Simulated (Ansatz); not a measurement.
Ga4Sb4H14, a cluster cut from wurtzite GaSb (hydrogen-capped), relaxed as a singlet with RKS PBE-D4/def2-SVP in Ansatz, starting from a model built from a lattice or polyhedron. Force threshold 0.03 eV/Å.

In the def2 sets Sb takes a core potential; there is no spin–orbit coupling.

Start:

Cartesian coordinates in Å:
```
Ga -1.5242 2.1535 -0.9641
Sb 0.0797 2.6063 1.0874
Ga -2.0202 -1.9343 0.2747
Sb -1.3314 -0.3640 -1.7146
Sb -0.4372 -1.5013 2.3281
Ga 1.3258 0.3451 1.7067
Ga 1.1566 -0.8619 -2.4244
Sb 2.7822 -0.4435 -0.3655
H -3.0099 2.5057 -0.5517
H -1.1259 3.0875 -2.1295
H -0.8875 3.0839 2.4594
H 1.2198 3.7750 0.6978
H -3.5027 -1.6272 0.6999
H -1.9356 -3.4093 -0.1625
H -2.3895 -0.6360 -3.0557
H -1.3666 -0.9935 3.6798
H 0.4048 -2.9783 2.7333
H 2.2669 0.6124 2.8922
H 1.5575 0.0408 -3.5657
H 1.2572 -2.3399 -2.8594
H 3.8983 0.7660 -0.7876
H 3.5818 -1.8868 0.0216
```

```json
{"step": "1", "energy (eV)": "-235831.9696", "largest force component (eV/Å)": "1.185", "SCF passes": "17"}
{"step": "2", "energy (eV)": "-235833.1848", "largest force component (eV/Å)": "0.542", "SCF passes": "23"}
{"step": "3", "energy (eV)": "-235833.2378", "largest force component (eV/Å)": "0.340", "SCF passes": "19"}
{"step": "4", "energy (eV)": "-235833.3398", "largest force component (eV/Å)": "0.056", "SCF passes": "18"}
{"step": "5", "energy (eV)": "-235833.3439", "largest force component (eV/Å)": "0.016", "SCF passes": "19"}
```

Force components are those of the run's own axes.

End:

```xyz
22

Ga   -1.708    2.253   -1.131
Sb    0.026    2.455    1.005
Ga   -2.236   -2.061    0.171
Sb   -1.285   -0.341   -1.648
Sb   -0.447   -1.448    2.180
Ga    1.481    0.390    1.899
Ga    1.115   -0.944   -2.674
Sb    2.587   -0.433   -0.398
H    -3.120    2.493   -0.469
H    -1.032    3.180   -2.215
H    -0.709    3.093    2.419
H     1.169    3.723    0.822
H    -3.614   -1.576    0.768
H    -1.865   -3.553   -0.188
H    -2.330   -0.618   -2.986
H    -1.213   -1.025    3.657
H     0.371   -2.824    2.801
H     2.439    0.643    3.124
H     1.617    0.168   -3.675
H     1.293   -2.500   -2.867
H     3.874    0.673   -0.661
H     3.587   -1.748    0.068
```

By distances, no bond broke or formed. The bond that changes most is Ga3–Sb5, from 2.63 to 2.76 Å (atoms count from 1).

No frequencies were taken in this run, so the end may be a saddle point.

It took 11 s on 2 threads of AMD EPYC 7R13 on a shared host and a share (18 GiB) of an NVIDIA H100 80GB HBM3, peak host memory 0.99 GiB.
